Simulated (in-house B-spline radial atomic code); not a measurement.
A fraction x of an electron is removed from 4p in Nb, starting from [Kr] 4d4 5s1 and keeping the highest spin. Method: scalar-relativistic (X2C) wB97X, spin-polarised, spherical fractional occupations, Fermi nucleus of rms radius 4.324 fm. Calculated with a radial B-spline atomic code at the basis-set limit.

Caution: exact exchange at fractional occupations of open shells leaves self-interaction of up to several eV.

```json
{"x": "0", "E(x) - E(0) (eV)": "0.0000", "4p down level (eV)": "-37.499"}
{"x": "0.01", "E(x) - E(0) (eV)": "0.3752", "4p down level (eV)": "-37.550"}
{"x": "0.17", "E(x) - E(0) (eV)": "6.4522", "4p down level (eV)": "-38.428"}
{"x": "0.35", "E(x) - E(0) (eV)": "13.4664", "4p down level (eV)": "-39.525"}
{"x": "0.45", "E(x) - E(0) (eV)": "17.4514", "4p down level (eV)": "-40.179"}
{"x": "0.5", "E(x) - E(0) (eV)": "?", "4p down level (eV)": "?"}
{"x": "0.52", "E(x) - E(0) (eV)": "20.2804", "4p down level (eV)": "-40.654"}
{"x": "0.7", "E(x) - E(0) (eV)": "27.7122", "4p down level (eV)": "-41.935"}
{"x": "0.84", "E(x) - E(0) (eV)": "?", "4p down level (eV)": "?"}
{"x": "0.91", "E(x) - E(0) (eV)": "36.6839", "4p down level (eV)": "-43.527"}
{"x": "1", "E(x) - E(0) (eV)": "40.6332", "4p down level (eV)": "-44.238"}
```

Problem. What belongs in the row x = 0.5?

Solution. An energy change of 19.4687 eV; 4p down at -40.517 eV.

Problem. What belongs in the row x = 0.84?

Solution. An energy change of 33.6561 eV; 4p down at -42.985 eV.

Problem. Check Janak's theorem between x = 0.01 and 0.17.

Solution. The slope of the energy is 37.98 eV; the orbital levels give 37.99 eV (-ε of the emptying orbital, averaged over the two points).
